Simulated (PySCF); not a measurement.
## Mayer bond orders and bond lengths

CH₅F₃Si₃.
SMILES with atom numbers: `[F:1][SiH:2]1[SiH2:3][C:4]([F:5])([F:6])[SiH2:7]1` (hydrogens: H8 on Si2; H9, H10 on Si3; H11, H12 on Si7)

Cartesian coordinates in Å at the GFN2-xTB level; atoms count from 1:
```
atom  x, y, z in Å
F1    -0.192    2.839    0.662
Si2    0.020    1.620   -0.394
Si3    1.544   -0.009    0.326
C4     0.010   -1.252    0.146
F5    -0.148   -2.089    1.226
F6     0.216   -2.113   -0.920
Si7   -1.563   -0.099   -0.204
H8     0.208    2.406   -1.613
H9     2.000   -0.057    1.716
H10    2.635   -0.461   -0.537
H11   -2.459   -0.189    0.950
H12   -2.269   -0.597   -1.384
```

Bond orders from the PBE0/pcSseg-1 density (PySCF). One conformer (not necessarily the lowest) at the GFN2-xTB geometry, without solvent, vibrations or thermal averaging.

(1) How far do the computed orders between heavy atoms stray from the drawn ones?

(2) Set the Mayer orders of the bonds beside their lengths.

(3) Sum the orders of all bonds at each heavy atom with more than one neighbour and set the sums beside the valence in the SMILES.

Answers

(1) The largest departure is 0.201, at Si3–C4 (drawn single, 0.799) and C4–Si7 (drawn single, 0.799). Drawn single, order below 0.88: Si2–Si3 (0.854), Si3–C4 (0.799), C4–F5 (0.871), C4–F6 (0.854), C4–Si7 (0.799) and Si7–Si2 (0.854).

(2) 
```
   bond  drawn as  length (Å)  Mayer order
 F1–Si2    single       1.627        0.891
Si2–Si3    single       2.344        0.854
 Si3–C4    single       1.982        0.799
  C4–F5    single       1.376        0.871
  C4–F6    single       1.385        0.854
 C4–Si7    single       1.981        0.799
Si7–Si2    single       2.345        0.854
 Si2–H8    single       1.462        0.898
 Si3–H9    single       1.464        0.942
Si3–H10    single       1.463        0.930
Si7–H11    single       1.464        0.942
Si7–H12    single       1.463        0.930
```

(3) Si2 3.497 (drawn 4), Si3 3.525 (drawn 4), C4 3.323 (drawn 4), Si7 3.525 (drawn 4). Orders between atoms that aren't bonded are not in these sums.

For a closed shell the Mayer order of atoms A and B is Σ (PS)μν (PS)νμ over the basis functions μ on A and ν on B, with P the density and S the overlap matrix.
